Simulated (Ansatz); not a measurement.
A structure relaxed at PBE-D4/def2-SVP in Ansatz, charge 0, doublet:

Cartesian coordinates in Å:
```
N 0.030 -1.262 -0.995
Ge 2.029 -0.920 -0.389
Ge 0.750 -0.657 -2.691
Ge 1.375 -1.495 2.202
Ge -1.516 -0.554 -0.098
Ge -2.494 1.307 -1.609
Ge -1.213 -2.116 2.043
Ge -0.046 1.797 -2.196
Ge -0.809 0.483 2.526
Ge 1.146 3.183 -0.348
Ge -1.066 2.116 0.370
Ge 0.457 -3.004 -0.019
Ge 1.357 1.121 1.204
```

**Question.** Give its formula.

**Answer.** Ge12N.

**Question.** Summarise the bond lengths by kind (pairs closer than 1.2 times the sum of covalent radii, bridged metal pairs left out).

**Answer.** 22 × Ge–Ge 2.56 to 2.84 Å; 4 × Ge–N 1.92 to 2.12 Å.

Another isomer (doublet) lies 0.24 eV lower at PBE0-D4/def2-TZVP; other spin states weren't run for this one.
